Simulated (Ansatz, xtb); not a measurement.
Relaxing a trial structure of H7InSi2

The starting geometry of this gas-phase singlet has its atoms placed at random.

```xyz
10

In   -1.0252    0.0356   -0.2849
Si    1.0251    0.2764   -1.7465
Si    0.7029    1.6550    1.1508
H    -0.1411   -1.2800   -1.9614
H     2.1766    0.1909   -0.5165
H    -0.4451    1.4763   -2.0343
H     1.0506    0.9978    0.0653
H     1.3746    2.0700    0.2328
H    -0.4277    1.6847   -0.2757
H    -0.4667   -1.5162    1.3004
```

Guess where an optimisation with r2SCAN-D4/def2-SVP ends from this start.

It ends as a structure with H7 bridging In1 and Si3, H9 bridging In1 and Si3, given below by its coordinates. Distances that change by over a tenth: In1–H9 (1.75 → 2.11 Å), Si2–H5 (1.69 → 1.50 Å), Si3–H7 (1.32 → 1.59 Å), Si3–H8 (1.21 → 1.53 Å). Contacts that close: In1–H7 (2.31 → 2.11 Å), In1–H10 (2.29 → 1.73 Å), Si2–H4 (1.96 → 1.50 Å), Si2–H6 (1.92 → 1.50 Å), Si3–H9 (1.82 → 1.59 Å).

The energy falls by 10.80 eV over 22 steps:

```tsv
step	E − E(last) (eV)
1	10.803
3	4.410
6	2.394
8	1.582
10	0.593
13	0.057
15	0.010
17	0.001
20	0.000
22	0.000
```

Final geometry (Å):

```xyz
10

In   -0.2392   -0.0412    0.2568
Si    0.6854   -0.1416   -2.1424
Si    0.5981    2.2881    1.5478
H     0.3389   -1.3935   -2.8849
H     2.1740   -0.0155   -2.0830
H     0.1446    1.0280   -2.9018
H     0.9912    0.7643    1.7686
H     1.2075    2.3400    0.1461
H    -0.8292    1.8380    1.0152
H    -1.2473   -1.0760    1.2075
```

From the same start GFN2-xTB ends elsewhere, in pieces: H3InSi + H4Si.

From so rough a start the end depends on the optimiser's path, so another program may land elsewhere. The end wasn't checked by frequencies. Atoms past krypton carry core potentials, without spin–orbit terms. Run with Ansatz 0.2.0, 2.6 min on 1 thread of Intel(R) Xeon(R) Processor @ 2.50GHz (Skylake/Cascade Lake) (shared host).
